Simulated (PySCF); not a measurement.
C₄H₆F₂, SMILES C/C(F)=C(\C)F. Atoms are numbered in the order given.

```xyz
12

C      1.6021     0.0000    -1.1344
C      0.6699     0.0000     0.0269
F      1.3096     0.0000     1.2147
C     -0.6699     0.0000     0.0269
C     -1.6021     0.0000    -1.1344
F     -1.3096     0.0000     1.2147
H      2.2561     0.8875    -1.0964
H      1.0710     0.0000    -2.0939
H      2.2561    -0.8875    -1.0964
H     -2.2561    -0.8875    -1.0964
H     -2.2561     0.8875    -1.0964
H     -1.0710     0.0000    -2.0939
```

Geometry optimised at B3LYP-D3(BJ)/def2-SVP.

Two levels are set side by side: PBE/pcSseg-1 (PySCF) and KT2/pcSseg-1 (PySCF). GIAO shifts against CFCl3 (¹⁹F), TMS (¹H), TMS (¹³C) at the same level; non-relativistic, no solvent, atoms listed together averaged. Differences are taken from unrounded values.

```tsv
quantity	KT2	PBE	PBE minus KT2
δ(¹³C) of C1, C5 (ppm)	18.1	18.4	0.3
δ(¹³C) of C2, C4 (ppm)	143.7	150.5	6.9
δ(¹⁹F) of F3, F6 (ppm)	-170.5	-158.8	11.7
```

Rough cost on one machine, each run with all the roots and properties that it gave: KT2 against PBE within a factor of 2.
